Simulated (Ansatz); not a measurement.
Abridged output of a molecular run in Ansatz:

```
Functional definition: HF
942 factors; integrals over basis functions are off by at most 1.2e-3 eV
mean field evaluation 1: about -60619.8332 eV, gradient 3.8e1 eV
mean field evaluation 2: about -60619.8901 eV, gradient 3.8e1 eV
mean field evaluation 4: about -60623.2586 eV, gradient 3.5e0 eV
mean field evaluation 8: about -60623.2978 eV, gradient 1.2e-1 eV
mean field -60623.29792014 eV, -2227.8651066179 hartree, gradient 1.1e-6 eV, S^2 0.000000; 0 other end points of the search recorded, 0 dependent functions left out
12 core orbitals not correlated: weight in the atoms' cores, before any rotation towards them, 1.000 or more for the frozen orbitals, at most 0.000 for the correlated occupied ones
reference -60623.29792014 eV, -2227.8651066179 hartree; 16, 16 occupied and 66, 66 virtual orbitals, 942 factors
second order -18.14701618 eV of doubles, -0.00000000 eV of singles
cycle   1  -17.98424468 eV  change    1.6e-1 eV  update   1.1e-1
cycle   2  -18.56105981 eV  change   -5.8e-1 eV  update   3.3e-2
cycle   3  -18.67998850 eV  change   -1.2e-1 eV  update   1.6e-2
cycle   4  -18.67946086 eV  change    5.3e-4 eV  update   4.6e-3
cycle   5  -18.68331998 eV  change   -3.9e-3 eV  update   2.0e-3
cycle   6  -18.68407918 eV  change   -7.6e-4 eV  update   5.1e-4
cycle   7  -18.68415931 eV  change   -8.0e-5 eV  update   1.8e-4
cycle   8  -18.68421894 eV  change   -6.0e-5 eV  update   4.6e-5
cycle   9  -18.68423242 eV  change   -1.3e-5 eV  update   1.7e-5
perturbative correction -0.61588637 eV, -0.0226334068 hartree
Total energy: -60642.59803893 eV, -2228.5743729015 hartree
```

Its atoms:

Cartesian coordinates in Å:
```
C 1.355 -1.574 1.068
C 0.733 -0.763 0.431
Ge -0.202 0.507 -0.614
O -1.637 0.921 0.350
H 1.898 -2.291 1.640
H -0.620 -0.120 -1.955
H 0.672 1.753 -0.833
H -2.198 1.566 -0.086
```

(1) Which basis set was used?
A. def2-SVP
B. cc-pV(Q+d)Z
C. def2-TZVPPD
D. def2-SVPD

(2) Write the keys of the input that set method, charge and spin (a neutral closed shell needs none for the last two).

Answers

(1) A. It gives 94 functions.

(2) 
```yaml
correlation: {method: ccsd_t}
```
